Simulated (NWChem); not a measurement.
The numbers come from NWChem runs, not from measurements. System: benzonitrile (C7H5N), charge 0, spin multiplicity 1, at a geometry optimised with PBE0/def2-SVP. Level: B3LYP/def2-SVP, VWN1-RPA local correlation.

The NWChem input:

```
start mol
memory heap 200 mb stack 900 mb global 1100 mb
geometry units angstroms nocenter noautoz
  N      0.000000     0.000000    -3.203214
  C      0.000000     0.000000    -2.043654
  C      0.000000     0.000000    -0.610398
  C      1.215510     0.000000     0.091179
  C      1.209074     0.000000     1.482012
  C      0.000000     0.000000     2.177873
  C     -1.209074     0.000000     1.482012
  C     -1.215510     0.000000     0.091179
  H      2.156532     0.000000    -0.462209
  H      2.155412     0.000000     2.027581
  H      0.000000     0.000000     3.270538
  H     -2.155412     0.000000     2.027581
  H     -2.156532     0.000000    -0.462209
  symmetry group C2v
end
basis spherical
  * library def2-svp
end
dft
  xc b3lyp
  semidirect memsize 60000000 filesize 0
  iterations 100
end
task dft energy
```

Part of the output:

```
             Northwest Computational Chemistry Package (NWChem) 7.3.0
             --------------------------------------------------------

                                NWChem Input Module
                                -------------------

 Scaling coordinates for geometry "geometry" by  1.889725989
 (inverse scale =  0.529177249)

 Turning off AUTOSYM since
 SYMMETRY directive was detected!

                             Geometry "geometry" -> ""
                             -------------------------

 Output coordinates in angstroms (scale by  1.889725989 to convert to a.u.)

  No.       Tag          Charge          X              Y              Z
 ---- ---------------- ---------- -------------- -------------- --------------
    1 N                    7.0000     0.00000000     0.00000000    -3.20321400
    2 C                    6.0000     0.00000000     0.00000000    -2.04365400
    3 C                    6.0000     0.00000000     0.00000000    -0.61039800
    4 C                    6.0000     1.21551000     0.00000000     0.09117900
    5 C                    6.0000     1.20907400     0.00000000     1.48201200
    6 C                    6.0000     0.00000000     0.00000000     2.17787300
    7 C                    6.0000    -1.20907400     0.00000000     1.48201200
    8 C                    6.0000    -1.21551000     0.00000000     0.09117900
    9 H                    1.0000     2.15653200     0.00000000    -0.46220900
   10 H                    1.0000     2.15541200     0.00000000     2.02758100
   11 H                    1.0000     0.00000000     0.00000000     3.27053800
   12 H                    1.0000    -2.15541200     0.00000000     2.02758100
   13 H                    1.0000    -2.15653200     0.00000000    -0.46220900

 Effective nuclear repulsion energy (a.u.)     299.3755353462

            Nuclear Dipole moment (a.u.)
            ----------------------------
        X                 Y               Z
 ---------------- ---------------- ----------------
     0.0000000000     0.0000000000     0.0000037795

      Symmetry information
      --------------------

 Group name             C2v
 Group number             16
 Group order               4
 No. of unique centers     9

      Symmetry unique atoms

     1    2    3    4    5    6    9   10   11


 Summary of "ao basis" -> "" (spherical)
 ------------------------------------------------------------------------------
       Tag                 Description            Shells   Functions and Types
 ---------------- ------------------------------  ------  ---------------------
 *                          def2-svp                  on all atoms

                                 NWChem DFT Module
                                 -----------------

 Summary of "ao basis" -> "ao basis" (spherical)
 ------------------------------------------------------------------------------
       Tag                 Description            Shells   Functions and Types
 ---------------- ------------------------------  ------  ---------------------
 N                          def2-svp                 6       14   3s2p1d
 C                          def2-svp                 6       14   3s2p1d
 H                          def2-svp                 3        5   2s1p

 Summary of "ao basis" -> "ao basis" (spherical)
 ------------------------------------------------------------------------------
       Tag                 Description            Shells   Functions and Types
 ---------------- ------------------------------  ------  ---------------------
 N                          def2-svp                 6       14   3s2p1d
 C                          def2-svp                 6       14   3s2p1d
 H                          def2-svp                 3        5   2s1p

      Symmetry analysis of basis
      --------------------------

        a1         59
        a2         14
        b1         41
        b2         23

            General Information
            -------------------
          SCF calculation type: DFT
          Wavefunction type:  closed shell.
          No. of atoms     :    13
          No. of electrons :    54
           Alpha electrons :    27
            Beta electrons :    27
          Charge           :     0
          Spin multiplicity:     1
          Use of symmetry is: on ; symmetry adaption is: on
          Maximum number of iterations: 100
          AO basis - number of functions:   137
                     number of shells:    63
          Convergence on energy requested:  1.00D-06
          Convergence on density requested:  1.00D-05
          Convergence on gradient requested:  5.00D-04

              XC Information
              --------------
                         B3LYP Method XC Potential
                     Hartree-Fock (Exact) Exchange  0.200
                        Slater Exchange Functional  0.800 local
                    Becke 1988 Exchange Functional  0.720 non-local
              Lee-Yang-Parr Correlation Functional  0.810
                  VWN I RPA Correlation Functional  0.190 local

             Grid Information
             ----------------
          Grid used for XC integration:  medium
          Radial quadrature: Mura-Knowles
          Angular quadrature: Lebedev.
          Tag              B.-S. Rad. Rad. Pts. Rad. Cut. Ang. Pts.
          ---              ---------- --------- --------- ---------
          N                   0.65       49          14.0       434
          C                   0.70       49          13.0       434
          H                   0.35       45          13.0       434
          Grid pruning is: on
          Number of quadrature shells:   429
          Spatial weights used:  Erf1

          Convergence Information
          -----------------------
          Convergence aids based upon iterative change in
          total energy or number of iterations.
          Levelshifting, if invoked, occurs when the
          HOMO/LUMO gap drops below (HL_TOL):  1.00D-02
          DIIS, if invoked, will attempt to extrapolate
          using up to (NFOCK): 10 stored Fock matrices.

                    Damping( 0%)  Levelshifting(0.5)       DIIS
                  --------------- ------------------- ---------------
          dE  on:    start            ASAP                start
          dE off:    2 iters        100 iters           100 iters

      Screening Tolerance Information
      -------------------------------
          Density screening/tol_rho:  1.00D-10
          AO Gaussian exp screening on grid/accAOfunc:  14
          CD Gaussian exp screening on grid/accCDfunc:  20
          XC Gaussian exp screening on grid/accXCfunc:  20
          Schwarz screening/accCoul:  1.00D-08

      Superposition of Atomic Density Guess
      -------------------------------------

 Sum of atomic energies:        -320.11425035

      Non-variational initial energy
      ------------------------------

 Total energy =    -325.377468
 1-e energy   =   -1022.901764
 2-e energy   =     398.148761
 HOMO         =      -0.311359
 LUMO         =      -0.307231

      Symmetry analysis of molecular orbitals - initial
      -------------------------------------------------

  Numbering of irreducible representations:

     1 a1          2 a2          3 b1          4 b2

  Orbital symmetries:

     1 a1          2 a1          3 a1          4 b1          5 a1
     6 b1          7 a1          8 a1          9 a1         10 a1
    11 a1         12 b1         13 a1         14 a1         15 b1
    16 a1         17 a1         18 b1         19 a1         20 b1
    21 b2         22 a1         23 b2         24 b1         25 a1
    26 b1         27 a2         28 b2         29 b2         30 a2
    31 b1         32 a1         33 b2         34 a1         35 a1
    36 b1         37 b2

------------------------------------------------------------
EAF file 0: "./mol.aoints.0" size=524288 bytes
------------------------------------------------------------
               write      read    awrite     aread      wait
               -----      ----    ------     -----      ----
     calls:        1         0         0         0         0
   data(b): 5.24e+05  0.00e+00  0.00e+00  0.00e+00
   time(s): 0.00e+00  0.00e+00  0.00e+00  0.00e+00  0.00e+00
rate(mb/s): 0.00e+00  0.00e+00
------------------------------------------------------------

   convergence    iter        energy       DeltaE   RMS-Dens  Diis-err    time
 ---------------- ----- ----------------- --------- --------- ---------  ------
 d= 0,ls=0.0,diis     1   -321.2827599326 -6.21D+02  3.93D+01  3.80D+00     1.7
 d= 0,ls=0.0,diis     2   -323.5826124964 -2.30D+00  1.52D-02  5.29D+00     2.0
 d= 0,ls=0.0,diis     3   -324.0869667639 -5.04D-01  6.35D-03  1.52D+00     2.3
 d= 0,ls=0.0,diis     4   -324.2194112556 -1.32D-01  3.00D-03  3.22D-01     2.6
 d= 0,ls=0.0,diis     5   -324.2550354335 -3.56D-02  6.82D-04  1.04D-02     2.9
  Resetting Diis
 d= 0,ls=0.0,diis     6   -324.2562131658 -1.18D-03  2.57D-04  9.44D-04     3.1
 d= 0,ls=0.0,diis     7   -324.2563266667 -1.14D-04  1.87D-04  1.53D-04     3.5
 d= 0,ls=0.0,diis     8   -324.2562802881  4.64D-05  1.23D-04  4.83D-04     3.8
 d= 0,ls=0.0,diis     9   -324.2563471932 -6.69D-05  1.39D-05  3.72D-06     4.1
 d= 0,ls=0.0,diis    10   -324.2563476230 -4.30D-07  3.76D-06  5.45D-07     4.4

         Total DFT energy =     -324.256347622980
      One electron energy =    -1028.567301883911
           Coulomb energy =      451.557389078199
    Exchange-Corr. energy =      -46.621970163425
 Nuclear repulsion energy =      299.375535346157

 Numeric. integr. density =       54.000011439228

     Total iterative time =      4.2s

                  Occupations of the irreducible representations
                  ----------------------------------------------

                     irrep           alpha         beta
                     --------     --------     --------
                     a1               15.0         15.0
                     a2                1.0          1.0
                     b1                8.0          8.0
                     b2                3.0          3.0

                       DFT Final Molecular Orbital Analysis
                       ------------------------------------

 Vector   25  Occ=2.000000D+00  E=-3.380989D-01  Symmetry=b1
              MO Center= -1.1D-15, -5.3D-16, -2.3D+00, r^2= 2.5D+00
   Bfn.  Coefficient  Atom+Function         Bfn.  Coefficient  Atom+Function
  ----- ------------  ---------------      ----- ------------  ---------------
     4      0.434523   1 N  px               18     -0.384623   2 C  px
     7     -0.245470   1 N  px               21     -0.241280   2 C  px
    32      0.138395   3 C  px               35      0.138923   3 C  px
    46     -0.102769   4 C  px              102     -0.102769   8 C  px
    48     -0.077362   4 C  pz              104      0.077362   8 C  pz

 Vector   26  Occ=2.000000D+00  E=-2.847845D-01  Symmetry=a2
              MO Center= -5.1D-16, -3.5D-16,  7.7D-01, r^2= 3.0D+00
   Bfn.  Coefficient  Atom+Function         Bfn.  Coefficient  Atom+Function
  ----- ------------  ---------------      ----- ------------  ---------------
    47      0.306765   4 C  py              103     -0.306765   8 C  py
    61      0.299602   5 C  py               89     -0.299602   7 C  py
    50      0.209337   4 C  py              106     -0.209337   8 C  py
    64      0.202023   5 C  py               92     -0.202023   7 C  py

 Vector   27  Occ=2.000000D+00  E=-2.750980D-01  Symmetry=b2
              MO Center=  4.3D-15,  3.1D-16, -6.7D-02, r^2= 5.0D+00
   Bfn.  Coefficient  Atom+Function         Bfn.  Coefficient  Atom+Function
  ----- ------------  ---------------      ----- ------------  ---------------
    33      0.317425   3 C  py               75     -0.309805   6 C  py
     5      0.273908   1 N  py               36      0.226541   3 C  py
    78     -0.215827   6 C  py                8     -0.179483   1 N  py
    47      0.169258   4 C  py              103      0.169258   8 C  py
    61     -0.146782   5 C  py               89     -0.146782   7 C  py

 Vector   28  Occ=0.000000D+00  E=-6.024101D-02  Symmetry=b2
              MO Center=  2.8D-15, -2.4D-16,  2.4D-02, r^2= 5.0D+00
   Bfn.  Coefficient  Atom+Function         Bfn.  Coefficient  Atom+Function
  ----- ------------  ---------------      ----- ------------  ---------------
    78      0.409582   6 C  py               36      0.397881   3 C  py
    75      0.331602   6 C  py               33      0.313725   3 C  py
    50     -0.270703   4 C  py              106     -0.270703   8 C  py
     5      0.252734   1 N  py                8     -0.246128   1 N  py
    47     -0.222613   4 C  py              103     -0.222613   8 C  py

 Vector   29  Occ=0.000000D+00  E=-3.478065D-02  Symmetry=a2
              MO Center= -3.5D-15,  1.3D-16,  8.0D-01, r^2= 3.5D+00
   Bfn.  Coefficient  Atom+Function         Bfn.  Coefficient  Atom+Function
  ----- ------------  ---------------      ----- ------------  ---------------
    64     -0.438811   5 C  py               92      0.438811   7 C  py
    50      0.433163   4 C  py              106     -0.433163   8 C  py
    61     -0.325957   5 C  py               89      0.325957   7 C  py
    47      0.320184   4 C  py              103     -0.320184   8 C  py
    38      0.032755   3 C  d -2             80     -0.031523   6 C  d -2

 Vector   30  Occ=0.000000D+00  E= 3.256828D-02  Symmetry=b1
              MO Center=  3.3D-15,  1.3D-16, -2.2D+00, r^2= 2.7D+00
   Bfn.  Coefficient  Atom+Function         Bfn.  Coefficient  Atom+Function
  ----- ------------  ---------------      ----- ------------  ---------------
    45      0.646553   4 C  s               101     -0.646553   8 C  s
     7      0.524340   1 N  px               21     -0.499239   2 C  px
    18     -0.457138   2 C  px                4     -0.451824   1 N  px
    59     -0.426171   5 C  s                87      0.426171   7 C  s
    35     -0.243209   3 C  px              119      0.192005  10 H  s

 center of mass
 --------------
 x =   0.00000000 y =   0.00000000 z =  -0.11665695

 moments of inertia (a.u.)
 ------------------
        1168.463661807032           0.000000000000           0.000000000000
           0.000000000000        1487.295923520345           0.000000000000
           0.000000000000           0.000000000000         318.832261713312

     Multipole analysis of the density
     ---------------------------------

     L   x y z        total         alpha         beta         nuclear
     -   - - -        -----         -----         ----         -------
     0   0 0 0     -0.000000    -27.000000    -27.000000     54.000000

     1   1 0 0     -0.000000     -0.000000     -0.000000      0.000000
     1   0 1 0     -0.000000     -0.000000     -0.000000      0.000000
     1   0 0 1      1.731579      0.865787      0.865787      0.000004

     2   2 0 0    -29.539699   -110.947104   -110.947104    192.354509
     2   1 1 0      0.000000      0.000000      0.000000      0.000000
     2   1 0 1     -0.000000     -0.000000     -0.000000      0.000000
     2   0 2 0    -35.897988    -17.948994    -17.948994      0.000000
     2   0 1 1      0.000000      0.000000      0.000000      0.000000
     2   0 0 2    -41.372598   -330.260845   -330.260845    619.149093

 Task  times  cpu:        4.5s     wall:        4.5s

 Total times  cpu:        4.5s     wall:        4.5s
```
